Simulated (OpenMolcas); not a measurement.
Fe4+ (d4) among equal point charges was computed by CASSCF with the d shell active (OpenMolcas, ANO-RCC-VDZP on the metal). Its lowest spin-free states, and all those of the highest spin:

```json
{"2S+1": "5", "Degeneracy": "1", "E (cm-1)": "0.0"}
{"2S+1": "5", "Degeneracy": "1", "E (cm-1)": "1319"}
{"2S+1": "5", "Degeneracy": "2", "E (cm-1)": "2708"}
{"2S+1": "5", "Degeneracy": "1", "E (cm-1)": "3488"}
{"2S+1": "3", "Degeneracy": "1", "E (cm-1)": "26482"}
{"2S+1": "3", "Degeneracy": "2", "E (cm-1)": "26717"}
{"2S+1": "3", "Degeneracy": "1", "E (cm-1)": "27381"}
{"2S+1": "3", "Degeneracy": "1", "E (cm-1)": "27884"}
{"2S+1": "3", "Degeneracy": "2", "E (cm-1)": "28785"}
{"2S+1": "3", "Degeneracy": "1", "E (cm-1)": "28827"}
{"2S+1": "3", "Degeneracy": "2", "E (cm-1)": "29191"}
{"2S+1": "3", "Degeneracy": "1", "E (cm-1)": "29238"}
```

Task: Is the site octahedral, tetrahedral or cube-like, axial, or of lower symmetry?

Result: The states with 2S+1 = 5 have orbital degeneracies 1, 1, 2, 1. There are pairs but no triples, so the site is axial: not cubic, but with a proper or improper axis of order three or more. The run had Fe4+ among 6 point charges of -2.2 e arranged as a tetragonal octahedron (D4h), 2.03 Å from the ion, with the axial distance 1.949 Å.

Without dynamic correlation the repulsion within the d shell is too large (B by tens of per cent), so at a given field states of lower spin stand too high. Point charges give a weaker field than real ligands, and real ions of this kind are often low spin; the high spin found here belongs to the model. The ground term spreads over less than 5000 cm-1, several times less than with real ligands, so orbital moments are less quenched and χT lies further from the spin-only value than at real sites. This is an electrostatic model: the charges have no orbitals. No measured value stands beside these numbers.
